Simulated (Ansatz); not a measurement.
`C#C[O][SbH2]`. The species carries charge 0 and has multiplicity 1. Sb: def2 effective core potential.

Cartesian coordinates in Å:
```
C 1.447 -1.142 -0.193
C 0.856 -0.148 -0.526
O 0.240 0.915 -0.894
Sb -1.492 1.426 0.006
H 1.984 -2.014 0.086
H -2.135 -0.160 -0.064
H -0.900 1.124 1.584
```

List the harmonic frequencies (cm⁻¹, unscaled) at PBE0-D4/def2-TZVP in Ansatz. (Best estimate.)

Computed: 117, 133, 425, 464, 544, 550, 595, 622, 690, 848, 1153, 1960, 1964, 2266, 3503.

Is this a minimum?

Yes, all 15 modes are real.

Give the ideal-gas thermochemistry at 298.15 K and 1 bar (rigid rotor, harmonic oscillator; point group Cs, symmetry number 1).

Zero-point energy 94.7 kJ/mol; H(298) − E = 112.0 kJ/mol; entropy 323.6 J/(mol·K), of which translation 172.5, rotation 108.4, vibration 42.6; G(298) − E = 15.5 kJ/mol.
